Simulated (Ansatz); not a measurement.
Job for Ansatz (a program for electronic structure): U-wB97M-V/def2-TZVPP on CF (SMILES [C]F), 2S+1 = 4, a spin state set in the input, which need not be the lowest.

Ansatz 0.2 input:
```yaml
crystal:
  periodic: [false, false, false]
  atoms:
    - {symbol: C, position_ang: [-0.00000000, -0.00000000, -0.79647408]}
    - {symbol: F, position_ang: [0.00000000, 0.00000000, 0.53098272]}
basis:
  gaussian:
    orbitals: def2-TZVPP
hamiltonian:
  xc: {name: wB97M-V}
magnetization: {spin_polarized: true, initial_magnetization: 3}
```

The log:

```
WARN ansatz: RAYON_NUM_THREADS=2 ignored (pool sized by the plan → 2); use --threads N
Functional definition: wB97M-V
integrals: 0.01 GiB planned
336 factors; their error is unknown
integrals: 0.04 GiB planned
66 factors; integrals over basis functions are off by at most 3.8e-5 eV
mean field: 0.20 GiB planned
mean field evaluation 1: about -3745.0947 eV, gradient 8.1e0 eV
mean field evaluation 2: about -3745.8118 eV, gradient 5.5e0 eV
mean field evaluation 4: about -3746.0702 eV, gradient 1.2e0 eV
mean field evaluation 8: about -3746.1086 eV, gradient 2.1e-2 eV
mean field -3746.10864981 eV, -137.6669536769 hartree, gradient 6.2e-5 eV, S^2 3.752417; 0 other end points of the search recorded, 0 dependent functions left out
reference -3746.10867406 eV, -137.6669545682 hartree; 9, 6 occupied and 53, 56 virtual orbitals, 336 factors
Total energy: -3746.10867406 eV, -137.6669545682 hartree
```

The calculation finished and met its thresholds.

Cost: about 1.9 core-seconds (a rough figure).
